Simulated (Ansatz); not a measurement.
Geometry optimisation, Ansatz, UKS B3LYP/def2-SVPD.

Input:

```yaml
crystal:
  periodic: [false, false, false]
  atoms:
    - { symbol: "N", position_ang: [-0.0536, -0.6185, -0.1766] }
    - { symbol: Ga, position_ang: [0.6183, 0.8128, 0.1405] }
    - { symbol: H, position_ang: [-1.0757, -0.7505, -0.6191] }
    - { symbol: H, position_ang: [0.0143, -1.1075, 0.6981] }
    - { symbol: H, position_ang: [0.59883, -0.46716, -0.97223] }
magnetization:
  spin_polarized: true
  initial_magnetization: 1
basis:
  gaussian: { orbitals: def2-SVPD }
hamiltonian:
  xc: b3lyp
relax:
  f_tol: 0.02
  max_steps: 50
output:
  orbitals: {}
```

Launched with:

```bash
$ ansatz run input.yaml --threads 2 --pin off --max-ram 3072MiB --backend cpu --events-out ev --progress --plain --runs-dir out
```

Question: Where does it end, and by what steps?

Answer: The run converged. The force dipped under the threshold on the way, but the program's further checks kept it going. After 10 steps the energy has fallen by 4.238 eV; Ga2 moved furthest, 0.85 Å. The start is strongly strained (largest force component 14 eV/Å), so its close contacts needn't be bonds. Parted: N1–Ga2, Ga2–H5.

```
step  energy less start (eV)  largest force component (eV/Å)  accepted
   0                  0.0000                          13.956       yes
   1                 -2.2719                           6.714       yes
   2                 -3.4846                           2.917       yes
   3                 -4.0337                           1.182       yes
   4                 -4.2152                           0.282       yes
   5                 -4.2345                           0.106       yes
   6                 -4.2373                           0.146       yes
   7                 -4.2382                           0.021       yes
   8                 -4.2383                           0.025       yes
   9                 -4.2384                           0.007       yes
  10                 -4.2384                           0.002       yes
```

```xyz
5
Properties=species:S:1:pos:R:3
N -0.065 -0.696 -0.240
Ga 0.709 1.635 0.344
H -1.032 -0.662 -0.559
H -0.006 -1.353 0.535
H 0.496 -1.055 -1.010
```

Whether the end is a true minimum wasn't checked by a vibrational analysis.

Run time: 70 s on 2 threads of Arm Neoverse V1, with other jobs on the host, peak memory 0.22 GiB.
